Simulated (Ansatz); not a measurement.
```yaml
crystal:
  periodic: [false, false, false]
  atoms:
    - {symbol: F, position_ang: [-1.352141, 0.591285, 2.171182]}
    - {symbol: C, position_ang: [-0.745947, 0.301585, 1.026775]}
    - {symbol: C, position_ang: [-1.316458, 0.310677, -0.170157]}
    - {symbol: C, position_ang: [-0.288720, -0.001293, -1.200661]}
    - {symbol: F, position_ang: [0.040212, 1.161106, -1.910973]}
    - {symbol: C, position_ang: [0.923966, -0.496066, -0.404354]}
    - {symbol: C, position_ang: [0.699128, -0.049366, 1.045186]}
    - {symbol: H, position_ang: [-2.342916, 0.570608, -0.385722]}
    - {symbol: H, position_ang: [-0.617825, -0.716870, -1.958598]}
    - {symbol: H, position_ang: [0.967511, -1.585438, -0.456911]}
    - {symbol: H, position_ang: [1.842421, -0.105679, -0.842437]}
    - {symbol: H, position_ang: [1.298058, 0.821750, 1.329599]}
    - {symbol: H, position_ang: [0.913213, -0.837100, 1.771771]}
basis:
  gaussian: {orbitals: aug-pcseg-2}
hamiltonian: {xc: {name: HF}}
correlation: {active_space: {window: {electrons: 3, orbitals: 2}}}
scf: {lower_state_search: full}
output: {forces: true}
```

```sh
$ ansatz run in.yaml --threads 4 --pin off --events-out ev --progress --plain --max-ram 11315MiB
```

Output, abridged:

```
Functional definition: HF
2839 factors; integrals over basis functions are off by at most 1.2e-3 eV
mean field evaluation 1: about -10657.1975 eV, gradient 4.3e1 eV
mean field evaluation 2: about -10657.4336 eV, gradient 4.3e1 eV
mean field evaluation 4: about -10662.1226 eV, gradient 4.4e0 eV
mean field evaluation 8: about -10662.1973 eV, gradient 1.4e-1 eV
mean field -10662.19746931 eV, -391.8285299000 hartree, gradient 2.0e-6 eV, S^2 0.000000; 0 other end points of the search recorded, 1 dependent functions left out
reference -10662.19746931 eV, -391.8285299000 hartree; 27, 27 occupied and 432, 432 virtual orbitals, 2839 factors
Error: 3 electrons in 2 orbitals form no window around the highest filled level of the reference
```

(1) What is wrong with this run?

Answers

(1) The active space doesn't fit the electrons. The run stopped with an error.
